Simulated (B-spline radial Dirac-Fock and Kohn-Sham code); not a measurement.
Dipole and non-dipole photoemission parameters of Ag⁺ 4p1/2

System: silver as Ag⁺, configuration 1s2 2s2 2p6 3s2 3p6 3d10 4s2 4p6 4d10; threshold 76.69 eV (orbital energy of the model). Model: Dirac-Hartree-Slater photoionisation with a Latter tail; cross sections with all multipoles, angular parameters from the dipole term and its interference with E2. Program: a B-spline atomic structure program.

For linearly polarised light dσ/dΩ = σ/(4π) [1 + β P₂(cos θ) + (δ + γ cos²θ) sin θ cos φ], with θ from the polarisation vector and φ the angle between the beam and the projection of the electron momentum on the plane normal to the polarisation.

| hν (eV) | σ (kb) | β | γ | δ |
| --- | --- | --- | --- | --- |
| 94.4 | 290 | 1.226 | -0.097 | 0.007 |
| 100 | 230 | 0.906 | 0.090 | -0.019 |
| 108 | 180 | 0.485 | 0.426 | -0.064 |
| 150 | 111 | -0.094 | 0.018 | -0.006 |
| 153 | 110 | -0.060 | -0.011 | 0.001 |
| 195 | 103 | 0.466 | -0.038 | 0.036 |
| 236 | 97.1 | 0.829 | 0.090 | 0.033 |
| 298 | 85.6 | 1.155 | 0.202 | 0.022 |
| 566 | 44.8 | 1.577 | 0.137 | 0.002 |
| 658 | 36.5 | 1.621 | 0.088 | 0.001 |
| 667 | 35.8 | 1.624 | 0.084 | 0.001 |
| 912 | 22.3 | 1.674 | 0.002 | -0.001 |
| 1000 | 19.2 | 1.681 | -0.012 | -0.001 |
| 1050 | 17.7 | 1.684 | -0.018 | -0.001 |
| 1486.9 | 9.52 | 1.680 | -0.003 | 0.000 |
| 1600 | 8.29 | 1.675 | 0.012 | 0.000 |
| 2090 | 4.90 | 1.646 | 0.103 | 0.002 |
| 3070 | 2.16 | 1.581 | 0.326 | 0.007 |
| 5390 | 0.566 | 1.440 | 0.799 | 0.029 |
| 6910 | 0.299 | 1.363 | 1.043 | 0.047 |
| 7010 | 0.287 | 1.359 | 1.057 | 0.048 |
| 8047.8 | ? | ? | ? | ? |
| 10900 | 0.0857 | 1.203 | 1.506 | 0.097 |
| 12000 | 0.0652 | 1.166 | 1.605 | 0.111 |
| 13100 | 0.0506 | 1.132 | 1.695 | 0.125 |

Q: Give the values at Cu Kα (8047.8 eV).

A: σ = 0.199 kb, β = 1.312, γ = 1.197, δ = 0.061.

Values without a named source are computed, but for edge energies of neutral atoms, which are taken from tables.
